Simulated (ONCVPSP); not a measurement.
What the settings do to the ONCV potential of Be

Base potential:

Be (Z = 4), optimised norm-conserving Vanderbilt (ONCV), made with ONCVPSP 4.0.1 (PBE, scalar-relativistic). Core none, reference 1s2 2s2. Waves: 1s+2s: rc 0.90 bohr, ncon 3, nbas 8, qcut 15 1/bohr, 2 projectors; p scattering state at 0.3 Ha: rc 0.70 bohr, ncon 4, nbas 7, qcut 10.1 1/bohr, 2 projectors, debl 1.7 Ha; d scattering state at 0.33 Ha: rc 0.75 bohr, ncon 4, nbas 8, qcut 13.5 1/bohr, 1 projector. Local part: polynomial inside 0.55 bohr (lpopt 5, dvloc0 0 Ha). Core correction: none.

Cutoffs, loose and tight: the cutoffs (Ha) at which the residual kinetic energy of the hardest occupied pseudo-wave falls to 1 and 0.1 mHa per electron. They do not see the model core or the augmentation charge, which bear on the density cutoff. Test errors are all-electron minus pseudo excitation energies from the reference, over the configurations 1s2 2s1; 1s2 2s0; 1s2 2s1.5; 1s2 2s0 2p1. A dash means not determined; rows that change the core or the reference have their own tests.

| change | outcome | cutoff, loose | cutoff, tight | bound ghosts | GHOST(+) flags above zero | largest test error (meV) |
| --- | --- | --- | --- | --- | --- | --- |
| base | generated | 74 Ha | 87 Ha | none | p | +4.6 |
| all radii scaled by about 0.77 (s 0.70, p 0.54, d 0.58 bohr); local potential polynomial inside 0.42 bohr (lpopt 5, dvloc0 0 Ha) | generated | 89 Ha | 103 Ha | none | p | +3.6 |
| all radii scaled by about 0.84 (s 0.76, p 0.58, d 0.64 bohr); local potential polynomial inside 0.46 bohr (lpopt 5, dvloc0 0 Ha) | generated | 83 Ha | 97 Ha | none | p | +4.0 |
| all radii scaled by about 0.91 (s 0.82, p 0.64, d 0.68 bohr); local potential polynomial inside 0.50 bohr (lpopt 5, dvloc0 0 Ha) | generated | 78 Ha | 92 Ha | none | p | +4.3 |
| all radii scaled by about 1.06 (s 0.96, p 0.74, d 0.80 bohr); local potential polynomial inside 0.58 bohr (lpopt 5, dvloc0 0 Ha) | generated | 72 Ha | 85 Ha | none | none | +4.7 |
| all radii scaled by about 1.13 (s 1.02, p 0.80, d 0.84 bohr); local potential polynomial inside 0.62 bohr (lpopt 5, dvloc0 0 Ha) | generated | 71 Ha | 83 Ha | none | none | +5.0 |
| all radii scaled by about 1.34 (s 1.20, p 0.94, d 1.00 bohr); local potential polynomial inside 0.74 bohr (lpopt 5, dvloc0 0 Ha) | generated | 57 Ha | 68 Ha | none | none | +6.7 |

(1) What comes out with this change to the base: all radii scaled by about 1.17 (s 1.06, p 0.82, d 0.88 bohr); local potential polynomial inside 0.64 bohr (lpopt 5, dvloc0 0 Ha)?

(2) What comes out with this change to the base: all radii scaled by about 1.25 (s 1.12, p 0.88, d 0.94 bohr); local potential polynomial inside 0.68 bohr (lpopt 5, dvloc0 0 Ha)?

Answers

(1) outcome: generated; cutoff, loose: 68 Ha; cutoff, tight: 80 Ha; bound ghosts: none; GHOST(+) flags above zero: none; largest test error (meV): +5.6.

(2) outcome: generated; cutoff, loose: 62 Ha; cutoff, tight: 74 Ha; bound ghosts: none; GHOST(+) flags above zero: none; largest test error (meV): +6.4.

Reading the sweep of the scale of all radii (base = 1) (base included, trends over the rows without a ghost): The loose cutoff falls from 89 Ha at 0.77 to 57 Ha at 1.34. A larger radius leaves more room for a smooth pseudo-wave, so fewer plane waves are needed; a smaller one forces it to follow the all-electron wave where it bends sharply. The median size of the test errors (rows with all tests solved) stays near 2.4 meV.
